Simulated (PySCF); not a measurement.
C₅H₁₂S, SMILES CCCCSC, singlet (GFN2-xTB optimised geometry):

```
18

C      1.974    -1.032     0.000
C      0.450    -1.032     0.000
C     -0.112     0.388     0.000
C     -1.632     0.382     0.014
S     -2.357     2.051    -0.116
C     -2.002     2.687     1.547
H      2.357    -0.529     0.886
H      2.355    -0.516    -0.878
H      2.356    -2.051    -0.008
H      0.086    -1.565     0.882
H      0.086    -1.564    -0.882
H      0.264     0.921     0.876
H      0.233     0.919    -0.890
H     -2.024    -0.078     0.923
H     -2.022    -0.156    -0.850
H     -2.505     3.645     1.625
H     -0.933     2.822     1.676
H     -2.397     1.998     2.288
```

Computed with PBE0/def2-SVP (PySCF).

What are the frontier orbital energies and the dipole moment?

HOMO-2 -9.26 eV, HOMO-1 -8.35 eV, HOMO -6.04 eV, LUMO 1.64 eV, LUMO+1 1.74 eV; dipole moment 1.68 D.

Meta-Löwdin charges at PBE0/def2-SVP: C1 -0.30, C2 -0.16, C3 -0.17, C4 -0.22, S5 -0.01, C6 -0.35, H7 0.10, H8 0.10, H9 0.10, H10 0.09, H11 0.09, H12 0.09, H13 0.09, H14 0.10, H15 0.11, H16 0.13, H17 0.11, H18 0.11.
